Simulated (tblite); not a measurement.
Species: C7H16P2.
SMILES with atom numbers: `[CH2:1]=[CH:2][P:3]([CH2:4][PH2:5])[C:6]([CH3:7])([CH3:8])[CH3:9]` (hydrogens: H10, H11 on C1; H12 on C2; H13, H14 on C4; H15, H16 on P5; H17, H18, H19 on C7; H20, H21, H22 on C8; H23, H24, H25 on C9)

Structure used (GFN2-xTB), in Å, numbered top down from 1:
```
atom  x, y, z in Å
C1     2.262    1.682    0.709
C2     1.643    0.847   -0.111
P3     0.640   -0.543    0.510
C4     0.822   -1.627   -0.994
P5     2.473   -2.486   -0.993
C6    -1.108    0.169    0.257
C7    -1.242    1.303    1.273
C8    -2.094   -0.943    0.611
C9    -1.384    0.693   -1.149
H10    2.867    2.502    0.352
H11    2.186    1.577    1.779
H12    1.750    0.943   -1.188
H13    0.056   -2.407   -0.985
H14    0.728   -1.063   -1.927
H15    2.429   -2.859    0.350
H16    3.227   -1.350   -0.686
H17   -0.563    2.121    1.035
H18   -2.259    1.691    1.279
H19   -1.007    0.944    2.275
H20   -2.041   -1.762   -0.104
H21   -3.114   -0.558    0.609
H22   -1.880   -1.339    1.603
H23   -0.667    1.461   -1.431
H24   -1.355   -0.108   -1.885
H25   -2.380    1.136   -1.180
```

Computed values, GFN2-xTB/tblite, gas phase, harmonic and unscaled. This tight-binding method is rough: wavenumbers can miss measured ones by several per cent, in bad cases by 10 to 20. Modes of hydrogen on phosphorus can be 10 to 20 % off. One conformer, not necessarily the lowest.

Harmonic wavenumbers (cm⁻¹): 31.8, 53.4, 67.4, 117.1, 152.2, 180.9, 189.1, 210.5, 225.1, 232.3, 246.6, 273.1, 287.0, 352.2, 365.2, 387.8, 402.0, 540.4, 611.7, 629.4, 681.8, 716.1, 740.8, 850.5, 862.7, 876.0, 902.3, 957.0, 961.9, 962.6, 1002.1, 1006.2, 1021.5, 1023.6, 1068.3, 1140.8, 1141.2, 1192.3, 1223.3, 1232.5, 1237.7, 1395.7, 1397.1, 1403.2, 1404.6, 1425.0, 1486.7, 1489.8, 1491.2, 1502.4, 1506.8, 1509.4, 1654.2, 2250.4, 2315.8, 2913.7, 2935.4, 2988.1, 3000.8, 3005.2, 3009.4, 3011.3, 3016.4, 3022.3, 3023.5, 3028.5, 3030.9, 3080.1, 3106.6.

A = 1541, B = 791.8, C = 620.9 MHz; mass 162.073 u (most abundant isotopes); point group C1, symmetry number 1.

Q: Zero-point energy?

A: ½Σν̃ = 45380 cm⁻¹ = 129.75 kcal/mol.

Q: What is S at 500 K and 1 bar for an ideal gas of classical rigid rotors and harmonic oscillators?

A: Translation 43.75, rotation 31.97, vibration 71.98: S = 147.7 cal/(mol K).

Q: And Cp and H(500 K) − H(0)?

A: Cp = 74.27 cal/(mol K), of which vibrations give 66.33 (their classical limit is 69 R = 137.1); H(500 K) − H(0) = 21.93 kcal/mol without the zero-point energy, 17.96 from vibrations.

Q: How do the functions run with temperature in this model?

A: 
| T (K) | S (cal/(mol K)) | Cp (cal/(mol K)) | H − H(0) (kcal/mol) | G − H(0) (kcal/mol) | ln q(vib) |
| --- | --- | --- | --- | --- | --- |
| 50 | 62.6 | 15.4 | 0.56 | -2.57 | 0.97 |
| 100 | 76.1 | 24.7 | 1.56 | -6.05 | 2.78 |
| 298.15 | 115.5 | 51.1 | 9.17 | -25.28 | 10.62 |
| 373.15 | 128.0 | 60.5 | 13.36 | -34.41 | 13.47 |
| 750 | 181.9 | 94.2 | 43.16 | -93.23 | 26.83 |
| 1000 | 210.9 | 107.6 | 68.49 | -142.42 | 34.79 |

q(vib) and H(0) count from the zero-point level.

Q: Which modes carry the vibrational entropy at 500 K?

A: 31.8 cm⁻¹: 6.74; 53.4 cm⁻¹: 5.71; 67.4 cm⁻¹: 5.25; 117.1 cm⁻¹: 4.16; 152.2 cm⁻¹: 3.64; 180.9 cm⁻¹: 3.31 cal/(mol K); the other 63 give 43.17 together.

Q: Blend soft modes into free rotors: weight 1/[1 + (100 cm⁻¹/ν̃)⁴] for the oscillator and the rest for a rotor with moment μB/(μ + B), μ = h/(8π²ν), B = 10⁻⁴⁴ kg m². What vibrational entropy results?

A: 66.38 cal/(mol K) in place of 71.98, which changes −T·S at 500 K by +2.80 kcal/mol.

Hindered rotation and anharmonicity are outside this model. Other conformers, if any are populated, would add a mixing term that is left out. The structure is chiral; the term R ln 2 for an equal mix with its mirror image is left out.
